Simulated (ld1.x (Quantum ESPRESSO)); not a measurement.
# Cl: one change to an ultrasoft potential, before and after

| Item | Value |
| --- | --- |
| Element | Cl |
| Generator | ld1.x (Quantum ESPRESSO) 7.5 |
| Type | ultrasoft |
| Functional | PBE |
| Relativity | scalar-relativistic |
| Frozen core | [Ne] |
| Valence charge | 7 |
| Reference configuration | 3s2 3p5 |
| Partial waves | 3s (bound): rcut 1.20, rcutus 1.40 bohr; 3s channel at 1.4 Ry: rcut 1.20, rcutus 1.40 bohr; 3p (bound): rcut 0.95, rcutus 1.00 bohr; 3p channel at -0.1 Ry: rcut 0.95, rcutus 1.00 bohr; 3d channel at 0.2 Ry: rcut 1.15, rcutus 1.40 bohr; 3d channel at 0.65 Ry: rcut 1.15, rcutus 1.40 bohr |
| Local potential | all-electron potential smoothed inside 1.15 bohr (lloc = -1) |
| Core correction | a·sin(br)/r model core, default radius (core density twice the valence density) |
| Augmentation charge | built from norm-conserving waves at rcut, not smoothed further |

Change: waves 3s (bound): rcut 1.20, rcutus 2.08 bohr; 3s channel at 1.4 Ry: rcut 1.20, rcutus 2.08 bohr.

Cutoffs: the cutoffs (Ry, on a coarse ladder) from which the occupation-weighted sum of valence levels, in a spherical-Bessel basis at the reference potential, stays within 10 and 1 mRy of its value at 400 Ry; they do not see the model core or the augmentation charge, which bear on the density cutoff. Errors are all-electron minus pseudo energies relative to the spin-unpolarised reference configuration.

Question: What does the change do?

Answer: The potential gets neither clearly harder nor softer (55 Ry and 90 Ry → 55 Ry and 90 Ry); both files keep a bound ghost (p); of the 7 tests that both files solve, the error grows in 3 and shrinks in 0 by more than 15 % and 0.3 meV (median size 2.2 → 2.5 meV). More of the atom is replaced by a form fitted at one configuration, so other configurations suffer.

```tsv
quantity	base	changed
cutoff, loose	55 Ry	55 Ry
cutoff, tight	90 Ry	90 Ry
bound ghosts	p	p
error for 3s2 3p4, meV [ΔE 13.88 eV]	-0.3	-0.2
error for 3s2 3p3, meV [ΔE 39.32 eV]	+3.5	+4.4
error for 3s2 3p2, meV [ΔE 77.63 eV]	+20	+27
error for 3s1 3p6, meV [ΔE 12.15 eV]	+1.6	+1.8
error for 3s2 3p1, meV [ΔE 129.87 eV]	+62	+99
error for 3s2 3p4.5, meV [ΔE 5.58 eV]	-0.3	-0.3
error for 3s1 3p5, meV [ΔE 26.58 eV]	+2.2	+2.5
lowest overlap eigenvalue by channel	s 0.36, p 0.68, d 0.94	s 0.20, p 0.68, d 0.94
```

 A true bound ghost makes a file unfit for plane-wave use even where its test errors are small: the radial tests pick states by their node count and pass the ghost by.
